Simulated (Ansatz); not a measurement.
As6. Charge 0, multiplicity 1. Geometry PBE-D4/def2-SVP; atoms count from 1.

```xyz
6

As    0.655   -1.648   -0.750
As    1.024   -0.629    1.504
As    0.766    1.695    0.495
As   -1.291   -1.210    0.758
As    0.397    0.676   -1.758
As   -1.549    1.115   -0.250
```

The structure comes from a short search, and lower isomers may exist.

Q: Estimate the Mulliken populations from the PBE0/def2-TZVP orbitals of Ansatz.

A: 
| atom | charge (e) |
| --- | --- |
| As1 | 0.00 |
| As2 | 0.00 |
| As3 | 0.00 |
| As4 | 0.00 |
| As5 | 0.00 |
| As6 | 0.00 |
Mulliken values depend strongly on the basis.

Q: And the Mayer bond orders between heavy atoms (over 0.3)?

A: As1–As2 0.99 (2.50 Å); As1–As4 0.99 (2.50 Å); As1–As5 0.98 (2.55 Å); As2–As3 0.98 (2.55 Å); As2–As4 0.99 (2.50 Å); As3–As5 0.99 (2.50 Å); As3–As6 0.99 (2.50 Å); As4–As6 0.98 (2.55 Å); As5–As6 0.99 (2.50 Å).
